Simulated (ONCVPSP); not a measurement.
## Before and after: ONCV potential for silicon (Si)

```
Element                 : Si
Generator               : ONCVPSP 4.0.1
Type                    : optimised norm-conserving Vanderbilt (ONCV)
Functional              : PBE
Relativity              : non-relativistic
Frozen core             : [Ne]
Valence charge          : 4
Reference configuration : 3s2 3p2
Partial waves           : 3s: rc 1.90 bohr, ncon 4, nbas 8, qcut 4.4 1/bohr, 2 projectors, debl 2.2 Ha; 3p: rc 2.10 bohr, ncon 4, nbas 9, qcut 4.8 1/bohr, 2 projectors, debl 2.6 Ha
Local potential         : polynomial inside 1.25 bohr (lpopt 5, dvloc0 0 Ha)
Core correction         : none
```

Change: core [He], valence charge 12; reference 2s2 2p6 3s2 3p1; waves now 2s+3s: rc 1.05 bohr, ncon 4, nbas 7, qcut 14.3 1/bohr, 2 projectors; 2p+3p: rc 0.90 bohr, ncon 3, nbas 6, qcut 15.1 1/bohr, 3 projectors, debl 1.3 Ha; local potential polynomial inside 0.80 bohr (lpopt 5, dvloc0 0 Ha).

Cutoffs: the cutoffs (Ha) at which the residual kinetic energy of the hardest occupied pseudo-wave falls to 1 and 0.1 mHa per electron; they do not see the model core or the augmentation charge, which bear on the density cutoff. Errors are all-electron minus pseudo energies relative to the spin-unpolarised reference configuration.

**Question.** What does the change do?

**Answer.** The potential gets harder (7.5 Ha and 9.8 Ha → 90 Ha and 101 Ha); neither file shows a bound ghost. The added semicore shells are compact, so their waves need more plane waves. Several settings change at once here, so the effects cannot be laid on one of them.

| quantity | base | changed |
| --- | --- | --- |
| cutoff, loose | 7.5 Ha | 90 Ha |
| cutoff, tight | 9.8 Ha | 101 Ha |
| loose cutoff by channel | s 7.5 Ha, p 3.2 Ha | s 30 Ha, p 90 Ha |
| bound ghosts | none | none |
| GHOST(+) flags under 300 eV | s at 101.2 eV | none |
| largest error over its own tests, meV | +65 | +438 |
